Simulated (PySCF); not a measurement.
**Frontier orbitals and the lowest excitations**

Species: (CdSe)4 ring, Cd4Se4 (singlet state).
Cartesian coordinates in Å at the PBE0-D3(BJ)/def2-SVP level; atoms count from 1:
```
atom  x, y, z in Å
Cd1   -1.165   -0.282   -2.167
Se2    0.416    1.382   -3.029
Cd3    1.593    1.683   -0.898
Se4    2.751    1.947    1.255
Cd5    1.199    0.262    2.145
Se6   -0.369   -1.418    3.003
Cd7   -1.559   -1.705    0.878
Se8   -2.728   -1.955   -1.271
```

Computed, not measured: TDDFT CAM-B3LYP/def2-SVPD, vertical, gas phase, core orbitals frozen in the response, def2 core potentials past Kr in PySCF 2.14.0, density-fitted response routines. Spin–orbit coupling is left out.

Kohn–Sham orbitals with the atoms that hold most of them (Löwdin shares over 4%, at most four atoms; ? is withheld):

| orbital | ε (eV) | atoms |
| --- | --- | --- |
| LUMO+2 | -0.67 | Se8 15%, Se4 15%, Se2 15%, Se6 15% |
| LUMO+1 | -1.50 | Cd7 14%, Cd3 14%, Cd1 14%, Cd5 14% |
| LUMO | -1.58 | ? |
| HOMO | -7.83 | Se8 24%, Se4 23%, Se2 23%, Se6 23% |
| HOMO-1 | -8.28 | Se6 43%, Se2 43% |
| HOMO-2 | -8.29 | Se8 43%, Se4 43% |
| HOMO-3 | -8.74 | Se6 20%, Se2 20%, Se4 20%, Se8 20% |

**Question.** Which atoms hold the LUMO, and with what shares?

**Answer.** Cd5 (bonded to 2 Se) 15%; Cd1 (bonded to 2 Se) 15%; Cd3 (bonded to 2 Se) 15%; Cd7 (bonded to 2 Se) 14%.

**Question.** How does S1 compare with the orbital gap of 6.25 eV?

**Answer.** S1 is at 3.53 eV (f = 0.0000), 2.72 eV below the gap, made of HOMO→LUMO (69%), HOMO→LUMO+1 (18%). 

For S1 the Löwdin share of cadmium is at most 8% in HOMO and 58% in LUMO (ligand-to-metal charge transfer by this measure).

Next come S2 at 3.71 eV (f 0.0000), HOMO→LUMO+1 (63%), HOMO→LUMO (23%); S3 at 3.86 eV (f 0.0000), HOMO-2→LUMO (48%), HOMO-2→LUMO+1 (22%), HOMO→LUMO+3 (22%); S4 at 3.87 eV (f 0.0000), HOMO-1→LUMO (43%), HOMO-1→LUMO+1 (30%), HOMO→LUMO+2 (20%); S5 at 4.05 eV (f 0.0000), HOMO-1→LUMO (50%), HOMO-1→LUMO+1 (32%), HOMO→LUMO+2 (11%).
